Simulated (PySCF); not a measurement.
C6H7ClFO (doublet state).
Geometry (GFN2-xTB, Å), atoms numbered from 1 in this order:
```xyz
16
C6H7ClFO angstrom
C     -0.893   -1.805   -0.213
C     -0.645   -0.475    0.000
C     -1.664    0.453    0.232
C     -1.422    1.887    0.388
Cl    -1.812    2.721   -1.199
O      0.629    0.032    0.065
C      1.630   -0.595   -0.598
C      2.912   -0.400   -0.319
F      3.327    0.387    0.688
H     -0.106   -2.529   -0.315
H     -1.903   -2.159   -0.260
H     -2.682    0.101    0.217
H     -2.085    2.356    1.112
H     -0.379    2.115    0.592
H      1.361   -1.241   -1.424
H      3.724   -0.839   -0.873
```

The hyperfine couplings belong to this conformer and change with its torsions.

Identity: `C=C([CH]CCl)O/C=C\F` [radical].

Method: UKS B3LYP, pcH-1 on C Cl F H O, non-relativistic, mean-field spin-orbit, GIAO (PySCF). The structure is a single GFN2-xTB conformer in the gas phase; no vibrational or solvent corrections. The geometry wasn't refined by DFT: couplings that depend on bond lengths, twists or pyramidal angles can differ widely from those at the functional's own minimum. Stability of the SCF solution: not tested. ⟨S²⟩ is 0.776 where a pure state has 0.75.

Problem. The isotropic 13C couplings are +58.6, -50.7, +47.3, -9.7, -1.7 MHz. Assign them to C1; C2; C3; C4; C7.

Solution. 
| site | a_iso (MHz) | ρ(0) (bohr⁻³) | position | distance from C3 (Å) | spin population | largest \|T\| (MHz) |
| --- | --- | --- | --- | --- | --- | --- |
| C1 | +47.3 | +0.0421 | a main spin site | 2.43 | +0.60 | 90.7 |
| C2 | -50.7 | -0.0451 | 1 bond from C1 | 1.40 | -0.23 | 27.8 |
| C3 | +58.6 | +0.0522 | largest spin population | 0.00 | +0.67 | 108.6 |
| C4 | -9.7 | -0.0086 | 1 bond from C3 | 1.46 | -0.05 | 2.9 |
| C7 | -1.7 | -0.0016 | 3 bonds from C1 | 3.55 | +0.01 | 0.8 |

ρ(0) is the spin density at the nucleus and T the dipolar tensor; a_iso includes a spin–orbit part; entries for several nuclei are means. The Mulliken spin populations are largest on C3 (+0.67), C1 (+0.60), C2 (-0.23) and Cl5 (+0.08). The positive populations add up to 1.37 and the negative ones to -0.37, together 2S = 1. The angles at C3 add up to 359.8°, so it is planar; its axial dipolar tensor and the negative coupling of its proton fit spin in a p orbital normal to that plane. Main spin sites, with 60 % or more of the largest population: C1, C3; positions count bonds from the nearest.

Class means assume fast exchange of nuclei equivalent by connectivity; if that motion is slow, each nucleus keeps its own coupling. The 1H value of +17.2 MHz is a mean of couplings from 4.4 to 30.1 MHz in this one geometry, not an average over conformers.

Hardware: one thread, Arm Neoverse V1 (aarch64), shared host with 32 logical CPUs at a one-minute load of 26. Cost: 2.0 min (grids of density and orbitals included), 1.1 GiB resident at most.
